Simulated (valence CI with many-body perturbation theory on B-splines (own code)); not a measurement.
# Ta XXIII: calculated level list

Computed by configuration interaction combined with many-body perturbation theory (CI+MBPT): five valence electrons over a frozen Dirac-Fock core [Kr] 4d10, a basis of 7 s, 7 p, 7 d, 7 f, 4 g, 2 h functions for each j, with the one-electron correlation potential Σ1 (screened to all orders), the two-electron term Σ2, the three-electron term Σ3, Breit, model QED; selected single and double excitations, second order for the rest (own B-spline code, finite nucleus).

No measured levels were compared; by estimate terms of the open shell hold to a few per cent of their energy, and close levels can change places. Core correlation moves these levels by up to 3400 cm⁻¹, and in measured spectra 5 to 20 % of such shifts remained as error; rates that hang on mixing are uncertain with them. Among the levels kept, up to 900 cm⁻¹ of a level comes from second order outside the variational space, and about a tenth of that is noise between levels of different J, which matters for small intervals. Only levels of the ground parity were solved; by the run's estimate the other parity begins above the list, which can be wrong where configurations are misplaced.

Levels 1 to 45 of 53, with energies above the lowest level, 4f5 6H°_5/2. "Leading %" is the weight of the configuration and term that name the level; weights of strongly mixed levels are sums over their largest components and can fall short. In the jj column 3d3/2^4 stands for four electrons in 3d with j = 3/2. Lifetimes count E1, E2, E3, M1 and M2 decay at the calculated energies, and are blank where another channel may lead or the interval is too uncertain; long ones can be off by a factor of two.

```
No.  Configuration  Term     J  E (eV)  Leading %              Leading jj  Lifetime       g
  1            4f5   6H°   5/2   0.000         75          4f5/2^5 (42 %)             0.375
  2            4f5   6H°   7/2   1.042         85    4f5/2^4 4f7/2 (61 %)   22.5 ms   0.850
  3            4f5   6H°   9/2   2.020         90  4f5/2^3 4f7/2^2 (61 %)   21.0 ms   1.067
  4            4f5   6F°   3/2   2.662         76    4f5/2^4 4f7/2 (65 %)   61.4 ms   0.994
  5            4f5   6F°   5/2   2.706         59    4f5/2^4 4f7/2 (36 %)   16.6 ms   1.187
  6            4f5   6F°   1/2   2.719         86    4f5/2^4 4f7/2 (46 %)    52.9 s  -0.567
  7            4f5   6H°  11/2   2.893         88  4f5/2^3 4f7/2^2 (46 %)   31.1 ms   1.182
  8            4f5   6F°   7/2   3.600         75  4f5/2^3 4f7/2^2 (48 %)   23.4 ms   1.341
  9            4f5   6H°  13/2   3.654         81  4f5/2^3 4f7/2^2 (39 %)   61.0 ms   1.245
 10            4f5   6H°  15/2   4.232         64  4f5/2^3 4f7/2^2 (30 %)    268 ms   1.260
 11            4f5   6F°   9/2   4.550         82  4f5/2^3 4f7/2^2 (44 %)   34.1 ms   1.396
 12            4f5   6F°   5/2   5.374         28  4f5/2^3 4f7/2^2 (49 %)   1.51 ms   0.895
 13            4f5   6F°  11/2   5.467         83  4f5/2^2 4f7/2^3 (38 %)   70.5 ms   1.418
 14            4f5   4M°  15/2   5.900         51    4f5/2^4 4f7/2 (57 %)   16.3 ms   0.938
 15            4f5   4F°   3/2   6.166         80  4f5/2^3 4f7/2^2 (65 %)   2.47 ms   0.522
 16            4f5   4I°   9/2   6.691         74  4f5/2^3 4f7/2^2 (49 %)   2.92 ms   0.791
 17            4f5   4L°  13/2   6.714         42    4f5/2^4 4f7/2 (50 %)   5.65 ms   0.933
 18            4f5   4K°  11/2   6.773         50    4f5/2^4 4f7/2 (46 %)   3.52 ms   0.887
 19            4f5   4G°   7/2   6.968         50  4f5/2^3 4f7/2^2 (45 %)   1.91 ms   1.055
 20            4f5   4P°   5/2   7.210         32  4f5/2^3 4f7/2^2 (49 %)   2.63 ms   1.398
 21            4f5   4M°  17/2   7.421         68  4f5/2^3 4f7/2^2 (93 %)   12.0 ms   1.002
 22            4f5   2P°   1/2   8.065         62    4f5/2^4 4f7/2 (50 %)   2.32 ms   0.404
 23            4f5   4K°  15/2   8.212         29  4f5/2^3 4f7/2^2 (60 %)   4.15 ms   1.022
 24            4f5   4G°   9/2   8.282         57  4f5/2^3 4f7/2^2 (71 %)   4.42 ms   1.112
 25            4f5   6P°   3/2   8.288         52  4f5/2^3 4f7/2^2 (73 %)   8.19 ms   1.977
 26            4f5   4M°  19/2   8.435         71  4f5/2^3 4f7/2^2 (60 %)   52.6 ms   1.066
 27            4f5   4F°   5/2   8.480         61  4f5/2^2 4f7/2^3 (54 %)   1.75 ms   0.930
 28            4f5   4L°  15/2   8.833         32  4f5/2^3 4f7/2^2 (66 %)   3.12 ms   1.049
 29            4f5   4L°  13/2   8.847         41  4f5/2^3 4f7/2^2 (54 %)   3.17 ms   0.942
 30            4f5   4M°  21/2   8.997         68  4f5/2^3 4f7/2^2 (62 %)    487 ms   1.105
 31            4f5   4H°  11/2   9.011         39  4f5/2^3 4f7/2^2 (48 %)   10.7 ms   1.127
 32            4f5   4H°   7/2   9.165         54  4f5/2^3 4f7/2^2 (46 %)   2.74 ms   0.804
 33            4f5   4I°  11/2   9.211         45  4f5/2^2 4f7/2^3 (60 %)   1.96 ms   0.917
 34            4f5   2G°   9/2   9.283         25    4f5/2^4 4f7/2 (48 %)   2.16 ms   1.085
 35            4f5   4L°  17/2   9.419         48  4f5/2^3 4f7/2^2 (68 %)   30.0 ms   1.041
 36            4f5   4D°   7/2   9.442         44  4f5/2^3 4f7/2^2 (42 %)   2.76 ms   1.428
 37            4f5   4I°  13/2   9.447         31  4f5/2^3 4f7/2^2 (67 %)   4.10 ms   1.011
 38            4f5   6P°   5/2   9.817         44  4f5/2^3 4f7/2^2 (50 %)   2.34 ms   1.474
 39            4f5   4H°  13/2  10.026         55  4f5/2^3 4f7/2^2 (63 %)   4.03 ms   1.150
 40            4f5   4D°   3/2  10.057         59  4f5/2^2 4f7/2^3 (63 %)   1.55 ms   1.366
 41            4f5   4F°   7/2  10.100         52  4f5/2^2 4f7/2^3 (46 %)   2.56 ms   1.190
 42            4f5   4H°   9/2  10.255         45  4f5/2^2 4f7/2^3 (53 %)   2.00 ms   1.016
 43            4f5   4G°   7/2  10.310         67  4f5/2^3 4f7/2^2 (51 %)   1.46 ms   0.969
 44            4f5   4K°  17/2  10.311         55  4f5/2^2 4f7/2^3 (80 %)   5.02 ms   1.098
 45            4f5   4G°   5/2  10.648         84  4f5/2^2 4f7/2^3 (55 %)   2.66 ms   0.642
```

Names give the largest LS component (configuration and term), which can be under half, so a name can repeat, a term be missing and a line seem to break the LS rules; names also repeat where a configuration has a term twice.

Where two levels of one J and parity lie close, their mixing, g and order are uncertain.

The ionisation energy to 4f4 5I_4 of the next ion comes out as 631.97 eV (NIST: 660 ± 30 eV (theoretical)). All 53 levels together are meant to be complete up to 11.254 eV.
